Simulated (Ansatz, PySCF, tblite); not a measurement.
System: Cl₂Sn, singlet: symmetric bend, bond length relaxed. Scanned: Cl-Sn-Cl angle. Other coordinates (Sn-Cl bond length) were minimised at PBE0/def2-TZVP.

- GFN2-xTB, 300 K electronic temperature (tblite)
- CCSD on RHF/def2-TZVP, 14 core orbitals frozen, def2 effective core potentials past Kr (PySCF)
- RKS-PBE/def2-TZVP = restricted PBE/def2-TZVP, def2 effective core potentials past Kr (Ansatz, a program for electronic structure)

Energies in kJ/mol, each method relative to its own lowest point.

```json
[
 {"a / °": "180", "GFN2-xTB": "85.4", "CCSD": "145.1", "RKS-PBE/def2-TZVP": "112.1"},
 {"a / °": "170", "GFN2-xTB": "83.4", "CCSD": "?", "RKS-PBE/def2-TZVP": "?"},
 {"a / °": "160", "GFN2-xTB": "77.1", "CCSD": "123.2", "RKS-PBE/def2-TZVP": "94.5"},
 {"a / °": "150", "GFN2-xTB": "65.8", "CCSD": "100.0", "RKS-PBE/def2-TZVP": "?"},
 {"a / °": "140", "GFN2-xTB": "50.4", "CCSD": "?", "RKS-PBE/def2-TZVP": "55.5"},
 {"a / °": "130", "GFN2-xTB": "33.2", "CCSD": "47.3", "RKS-PBE/def2-TZVP": "35.3"},
 {"a / °": "120", "GFN2-xTB": "17.2", "CCSD": "24.4", "RKS-PBE/def2-TZVP": "17.8"},
 {"a / °": "110", "GFN2-xTB": "5.1", "CCSD": "?", "RKS-PBE/def2-TZVP": "5.2"},
 {"a / °": "100", "GFN2-xTB": "0.0", "CCSD": "0.0", "RKS-PBE/def2-TZVP": "0.0"},
 {"a / °": "90", "GFN2-xTB": "5.3", "CCSD": "5.2", "RKS-PBE/def2-TZVP": "5.5"},
 {"a / °": "80", "GFN2-xTB": "27.1", "CCSD": "30.6", "RKS-PBE/def2-TZVP": "28.2"}
]
```

Question: Some entries are withheld; supply them.

Answer: 
- 170, CCSD: 139.3
- 170, RKS-PBE/def2-TZVP: 107.4
- 150, RKS-PBE/def2-TZVP: 76.2
- 140, CCSD: 73.5
- 110, CCSD: 7.8
